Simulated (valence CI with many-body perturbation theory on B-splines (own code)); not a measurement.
## E1 transitions of Ta LXVIII

Level of theory: relativistic CI+MBPT: four valence electrons over a frozen Dirac-Fock core [He], radial functions for each j: 11 s, 11 p, 10 d, 8 f, 5 g, 2 h, with the one-electron correlation potential Σ1 (screened to all orders), the two-electron term Σ2, the three-electron term Σ3, Breit, model QED; selected single and double excitations, second order for the rest, scaled by the run's own slope (own B-spline code, finite nucleus).

No measured spectrum was set against this ion. As an estimate, large intervals hold to a few tenths of a per cent, small ones and those within an open d or f shell to about a per cent. Among the levels kept, up to 1300 cm⁻¹ of a level comes from second order outside the variational space, and about a tenth of that is noise between levels of different J, which matters for small intervals.

Lines 151 to 200 of 600 in falling wavelength, among levels below 13943 eV, chosen from the strongest by gf and those to the six lowest levels. Wavelengths and rates use the calculated energies. Electric multipoles are in the length gauge, E1 and E2 with the static RPA response of the core. Weak lines are less certain than strong ones. Lines between different terms over intervals too small for the method are left out, as are lines whose strength nearly cancels. The highest levels of a list are the least certain.

Levels are named by their leading jj configuration (3d3/2^4 stands for four electrons in 3d with j = 3/2), which in mixed levels can hold well under half, so a name can repeat and another be missing. Letters in brackets count levels of one name in rising energy.

| λ vac (Å) | Upper | Lower | A (s⁻¹) | S (a.u.) with core polarisation | S without |
| --- | --- | --- | --- | --- | --- |
| 23.19 | (2s^2 2p3/2 3p3/2) J=0 | (2s^2 2p3/2 3s) J=1 | 1.73e+12 | 1.07e-02 | 1.07e-02 |
| 7.989 | (2s 2p3/2^2 3p3/2) J=3 [a] | (2s^2 2p3/2 3p3/2) J=2 | 1.81e+12 | 3.18e-03 | 3.18e-03 |
| 7.861 | (2s 2p3/2^2 3d5/2) J=5 | (2s^2 2p3/2 3d5/2) J=4 | 1.99e+12 | 5.26e-03 | 5.26e-03 |
| 7.854 | (2s 2p3/2^2 3p3/2) J=4 | (2s^2 2p3/2 3p3/2) J=3 | 2.14e+12 | 4.61e-03 | 4.62e-03 |
| 7.852 | (2s 2p3/2^2 3s) J=3 | (2s^2 2p3/2 3s) J=2 | 2.45e+12 | 4.10e-03 | 4.11e-03 |
| 7.829 | (2s 2p3/2^2 3d3/2) J=4 | (2s^2 2p3/2 3d3/2) J=3 | 2.07e+12 | 4.40e-03 | 4.41e-03 |
| 7.822 | (2p1/2 2p3/2^2 3p3/2) J=2 [a] | (2s 2p1/2 2p3/2 3p3/2) J=1 [c] | 2.63e+12 | 3.10e-03 | 3.11e-03 |
| 7.817 | (2s 2p3/2^2 3p1/2) J=3 | (2s^2 2p3/2 3p1/2) J=2 | 2.30e+12 | 3.79e-03 | 3.80e-03 |
| 7.803 | (2s 2p3/2^2 3d3/2) J=3 [a] | (2s^2 2p3/2 3d3/2) J=2 | 1.76e+12 | 2.88e-03 | 2.89e-03 |
| 7.787 | (2s 2p1/2 2p3/2^2) J=2 [a] | (2s^2 2p1/2 2p3/2) J=1 | 2.50e+12 | 2.91e-03 | 2.91e-03 |
| 7.747 | (2p1/2 2p3/2^2 3p3/2) J=3 [a] | (2s 2p1/2 2p3/2 3p3/2) J=2 [c] | 5.81e+12 | 9.33e-03 | 9.34e-03 |
| 7.734 | (2p1/2 2p3/2^2 3s) J=2 [a] | (2s 2p1/2 2p3/2 3s) J=1 [c] | 4.75e+12 | 5.42e-03 | 5.43e-03 |
| 7.725 | (2p1/2 2p3/2^2 3p3/2) J=3 [b] | (2s 2p1/2 2p3/2 3p3/2) J=2 [d] | 3.97e+12 | 6.32e-03 | 6.33e-03 |
| 7.713 | (2p1/2 2p3/2^2 3d3/2) J=1 | (2s 2p1/2 2p3/2 3d3/2) J=1 [c] | 4.35e+12 | 2.96e-03 | 2.96e-03 |
| 7.713 | (2p1/2 2p3/2^2 3p1/2) J=1 [a] | (2s 2p1/2 2p3/2 3p1/2) J=0 | 4.10e+12 | 2.79e-03 | 2.79e-03 |
| 7.680 | (2p1/2 2p3/2^2 3p1/2) J=2 [a] | (2s 2p1/2 2p3/2 3p1/2) J=1 [b] | 5.48e+12 | 6.12e-03 | 6.13e-03 |
| 7.666 | (2p1/2 2p3/2^2 3d3/2) J=2 | (2s 2p1/2 2p3/2 3d3/2) J=2 [c] | 3.41e+12 | 3.79e-03 | 3.80e-03 |
| 7.662 | (2s 2p1/2 2p3/2^2) J=3 | (2s^2 2p1/2 2p3/2) J=2 | 2.40e+12 | 3.73e-03 | 3.74e-03 |
| 7.644 | (2p1/2 2p3/2^2 3s) J=3 | (2s 2p1/2 2p3/2 3s) J=2 [c] | 6.22e+12 | 9.61e-03 | 9.62e-03 |
| 7.642 | (2p1/2 2p3/2^2 3p3/2) J=4 | (2s 2p1/2 2p3/2 3p3/2) J=3 [c] | 7.41e+12 | 1.47e-02 | 1.47e-02 |
| 7.638 | (2p1/2 2p3/2^2 3d3/2) J=3 | (2s 2p1/2 2p3/2 3d3/2) J=2 [c] | 3.39e+12 | 5.21e-03 | 5.22e-03 |
| 7.633 | (2p1/2 2p3/2^2 3p1/2) J=2 [b] | (2s 2p1/2 2p3/2 3p1/2) J=1 [c] | 6.98e+12 | 7.66e-03 | 7.67e-03 |
| 7.624 | (2s 2p3/2^2 3p3/2) J=2 [a] | (2s^2 2p3/2 3p3/2) J=1 | 3.05e+12 | 3.34e-03 | 3.34e-03 |
| 7.615 | (2p1/2 2p3/2^2 3p1/2) J=3 | (2s 2p1/2 2p3/2 3p1/2) J=2 [c] | 7.02e+12 | 1.07e-02 | 1.07e-02 |
| 7.551 | (2p1/2 2p3/2^2 3s) J=2 [b] | (2s 2p1/2 2p3/2 3s) J=1 [b] | 4.81e+12 | 5.11e-03 | 5.12e-03 |
| 7.550 | (2p1/2 2p3/2^2 3p3/2) J=1 [b] | (2s 2p1/2 2p3/2 3p3/2) J=0 [b] | 4.50e+12 | 2.87e-03 | 2.87e-03 |
| 7.541 | (2p1/2 2p3/2^2 3p3/2) J=2 [b] | (2s 2p1/2 2p3/2 3p3/2) J=1 [d] | 6.62e+12 | 7.00e-03 | 7.01e-03 |
| 7.504 | (2s 2p3/2^3) J=2 | (2s^2 2p3/2^2) J=2 | 8.16e+12 | 8.51e-03 | 8.52e-03 |
| 7.469 | (2p1/2^2 2p3/2^2) J=2 | (2s 2p1/2^2 2p3/2) J=1 | 7.41e+12 | 7.62e-03 | 7.63e-03 |
| 7.464 | (2s 2p3/2^2 3p3/2) J=3 [b] | (2s^2 2p3/2 3p3/2) J=2 | 3.39e+12 | 4.87e-03 | 4.88e-03 |
| 7.457 | (2p1/2 2p3/2^3) J=1 | (2s 2p1/2 2p3/2^2) J=1 [a] | 1.12e+13 | 6.89e-03 | 6.89e-03 |
| 7.457 | (2s 2p3/2^2 3d5/2) J=4 [b] | (2s^2 2p3/2 3d5/2) J=3 | 3.47e+12 | 6.39e-03 | 6.40e-03 |
| 7.442 | (2s 2p1/2 2p3/2 3d5/2) J=3 [c] | (2s^2 2p1/2 3d5/2) J=2 | 9.27e+12 | 1.32e-02 | 1.32e-02 |
| 7.440 | (2p1/2^2 2p3/2 3s) J=1 | (2s 2p1/2^2 3s) J=0 | 5.34e+12 | 3.26e-03 | 3.26e-03 |
| 7.440 | (2s 2p1/2 2p3/2 3p3/2) J=2 [c] | (2s^2 2p1/2 3p3/2) J=1 | 9.43e+12 | 9.58e-03 | 9.59e-03 |
| 7.436 | (2p1/2 2p3/2^3) J=2 | (2s 2p1/2 2p3/2^2) J=1 [b] | 2.64e+12 | 2.68e-03 | 2.69e-03 |
| 7.435 | (2p1/2 2p3/2^2 3p3/2) J=1 [a] | (2s 2p1/2 2p3/2 3p3/2) J=1 [b] | 4.59e+12 | 2.79e-03 | 2.80e-03 |
| 7.434 | (2s 2p1/2 2p3/2 3d5/2) J=4 [c] | (2s^2 2p1/2 3d5/2) J=3 | 9.02e+12 | 1.65e-02 | 1.65e-02 |
| 7.431 | (2s 2p3/2^2 3d5/2) J=2 [b] | (2s^2 2p3/2 3d5/2) J=1 | 4.69e+12 | 4.75e-03 | 4.76e-03 |
| 7.423 | (2s 2p1/2 2p3/2 3p3/2) J=3 [c] | (2s^2 2p1/2 3p3/2) J=2 | 9.59e+12 | 1.36e-02 | 1.36e-02 |
| 7.422 | (2s 2p1/2 2p3/2 3d3/2) J=2 [c] | (2s^2 2p1/2 3d3/2) J=2 | 8.46e+12 | 8.54e-03 | 8.55e-03 |
| 7.416 | (2p1/2 2p3/2^3) J=2 | (2s 2p1/2 2p3/2^2) J=2 [b] | 1.47e+13 | 1.48e-02 | 1.49e-02 |
| 7.416 | (2p1/2^2 2p3/2 3d5/2) J=2 | (2s 2p1/2^2 3d5/2) J=2 | 5.65e+12 | 5.69e-03 | 5.70e-03 |
| 7.416 | (2s 2p3/2^2 3d5/2) J=1 [b] | (2s^2 2p3/2 3d5/2) J=1 | 5.48e+12 | 3.31e-03 | 3.31e-03 |
| 7.416 | (2p1/2^2 2p3/2 3p3/2) J=1 | (2s 2p1/2^2 3p3/2) J=1 | 6.71e+12 | 4.05e-03 | 4.05e-03 |
| 7.415 | (2s 2p3/2^2 3d5/2) J=3 [c] | (2s^2 2p3/2 3d5/2) J=3 | 6.39e+12 | 9.00e-03 | 9.01e-03 |
| 7.413 | (2p1/2 2p3/2^2 3p3/2) J=1 [c] | (2s 2p1/2 2p3/2 3p3/2) J=1 [c] | 5.74e+12 | 3.46e-03 | 3.47e-03 |
| 7.411 | (2s 2p1/2 2p3/2 3d3/2) J=1 [d] | (2s^2 2p1/2 3d3/2) J=1 | 6.07e+12 | 3.66e-03 | 3.67e-03 |
| 7.408 | (2p3/2^4) J=0 | (2s 2p3/2^3) J=1 | 3.30e+13 | 6.63e-03 | 6.64e-03 |
| 7.401 | (2s 2p3/2^3) J=1 | (2s^2 2p3/2^2) J=0 | 5.19e+12 | 3.12e-03 | 3.12e-03 |
